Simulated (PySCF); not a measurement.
All values below come from PBE-D3(BJ)/def2-TZVP (PySCF 2.14.0). All species are isolated molecules in the gas phase. One relaxed conformer stands for a flexible species; it need not be the lowest. Excitations are Tamm–Dancoff values on a coarser integration grid. The basis has no diffuse functions, so Rydberg states are missing or too high.

Reference species (SMILES): `[OH][SnH3]` (neutral, multiplicity 1).

```yaml
HOMO: -6.58 eV
LUMO: -1.43 eV
T1 excitation (TDA): 4.89 eV
```

After one change: the HOMO falls by 0.20 eV; the LUMO decreases by 0.13 eV; the T1 excitation (TDA) rises by 0.07 eV.

**Question.** What was changed between the two runs? The new species is one of these.
(A) `[OH][Sn]([OH])([OH])[OH]`
(B) `[OH][SnH2][OH]` (H–O–Sn–O torsion 55°, O–Sn–O–H torsion -102°)
(C) `[OH][SnH]([OH])[OH]`

**Answer.** B, `[OH][SnH2][OH]` (H–O–Sn–O torsion 55°, O–Sn–O–H torsion -102°)
